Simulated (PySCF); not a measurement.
WO₂F₂, SMILES [F][W](=[O])([F])=[O], multiplicity 1. Geometry optimised at B3LYP-D3(BJ)/def2-SVP. The multiplicity is an assumed one; other spin states were not compared. The isomer is the one that the SMILES or the coordinates give; other isomers of the formula were not compared. The def2 effective core potentials stand for the cores of W; spin–orbit coupling is left out.

Method: B3LYP-D3(BJ)/def2-SVP (PySCF).

Harmonic wavenumbers (cm⁻¹): 176, 217, 254, 257, 360, 711, 719, 1017, 1054. Rotational constants (GHz): 3.864, 3.290, 3.047; symmetry number 2.

### Question
Work out the zero-point energy and the ideal-gas rigid-rotor harmonic-oscillator thermochemistry at 298.15 K and 1 atm.

### Answer
ZPE = ½ Σ hcν = ½ × 4765 cm⁻¹ = 28.50 kJ/mol. H − E(el) = 45.56 kJ/mol. Entropy in J/(mol K): translation 177.80, rotation 105.20, vibration 40.17, total 323.16. G − E(el) = -50.80 kJ/mol. Cp = 79.41 J/(mol K).
